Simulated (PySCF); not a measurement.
## ECD: `N#CC[Si@@H](F)[Si@H](F)[SiH3]`, C$_{2}$H$_{7}$F$_{2}$NSi$_{3}$

Molfile (atoms numbered from 1):
```
C2H7F2NSi3
     RDKit          3D

 15 14  0  0  0  0  0  0  0  0999 V2000
   -1.1924    2.7242   -0.3192 N   0  0  0  0  0  0  0  0  0  0  0  0
   -1.4317    1.6486   -0.6296 C   0  0  0  0  0  0  0  0  0  0  0  0
   -1.7058    0.2932   -0.9766 C   0  0  0  0  0  0  0  0  0  0  0  0
   -1.3336   -0.9168    0.4773 Si  0  0  1  0  0  4  0  0  0  0  0  0
   -1.4610   -2.3522   -0.2760 F   0  0  0  0  0  0  0  0  0  0  0  0
    0.8633   -0.7406    1.1757 Si  0  0  2  0  0  4  0  0  0  0  0  0
    0.7833    0.1181    2.5526 F   0  0  0  0  0  0  0  0  0  0  0  0
    2.3767    0.3185   -0.2370 Si  0  0  0  0  0  4  0  0  0  0  0  0
   -2.7515    0.2128   -1.2787 H   0  0  0  0  0  0  0  0  0  0  0  0
   -1.0908    0.0241   -1.8388 H   0  0  0  0  0  0  0  0  0  0  0  0
   -2.5080   -0.9242    1.3479 H   0  0  0  0  0  0  0  0  0  0  0  0
    1.3111   -2.0311    1.7164 H   0  0  0  0  0  0  0  0  0  0  0  0
    1.9412    1.6765   -0.5659 H   0  0  0  0  0  0  0  0  0  0  0  0
    3.7276    0.3929    0.3242 H   0  0  0  0  0  0  0  0  0  0  0  0
    2.4673   -0.4361   -1.4941 H   0  0  0  0  0  0  0  0  0  0  0  0
  1  2  3  0
  2  3  1  0
  3  4  1  0
  4  5  1  0
  4  6  1  0
  6  7  1  0
  6  8  1  0
  3  9  1  0
  3 10  1  0
  4 11  1  1
  6 12  1  1
  8 13  1  0
  8 14  1  0
  8 15  1  0
M  END
```

Level of theory: PySCF 2.14.0, TDDFT CAM-B3LYP/def2-SVPD circular dichroism and optical rotation, one conformer, gas phase. Geometry: GFN2-xTB.

The molecule is flexible and this is one conformer; a measurement averages over conformers.

Task: What are the CIP labels of the stereocentres?

Result: Si4 S, Si6 R.

Task: Which excitations and rotatory strengths does the calculation give?

Result: Rotatory strengths R in 10⁻⁴⁰ esu² cm², velocity form and length form (origin at the centre of mass); f in length form.
```csv
state,E (eV),λ (nm),f,R (velocity),R (length),main
1,5.56,223,0.048,+33.2,+30.5,HOMO→LUMO 0.93
2,6.24,199,0.008,+5.2,+5.9,"HOMO−1→LUMO 0.77, HOMO−2→LUMO 0.15"
3,6.73,184,0.143,-22.6,-21.8,HOMO→LUMO+1 0.85
4,6.85,181,0.011,-33.4,-31.4,"HOMO−2→LUMO 0.61, HOMO−1→LUMO 0.14"
5,7.32,169,0.006,-16.1,-15.0,"HOMO→LUMO+2 0.65, HOMO−1→LUMO+1 0.15"
6,7.38,168,0.139,-106.8,-102.7,"HOMO−1→LUMO+1 0.67, HOMO→LUMO+2 0.15"
7,7.50,165,0.004,+0.2,+0.1,HOMO−3→LUMO 0.33
8,7.62,163,0.005,-14.1,-12.9,HOMO−3→LUMO 0.36
9,7.81,159,0.006,-6.0,-6.0,HOMO−2→LUMO+1 0.70
10,7.93,156,0.002,-3.3,-3.9,"HOMO−4→LUMO 0.59, HOMO−3→LUMO+1 0.09"
11,7.97,156,0.043,-1.1,-3.2,"HOMO−1→LUMO+2 0.17, HOMO−3→LUMO+5 0.08"
12,8.04,154,0.001,+8.5,+7.7,"HOMO→LUMO+3 0.31, HOMO−5→LUMO 0.21"
```

Among the states computed, the strongest CD band (largest |R|) is state 6. The largest dissymmetry factor in size, g = 4R/(D+G), with D and G the electric and magnetic dipole strengths, is +0.072 for state 12 (velocity form, f = 0.001), among bands with |R| over 0.5. The mirror image has the same energies and oscillator strengths and all R with the opposite sign.
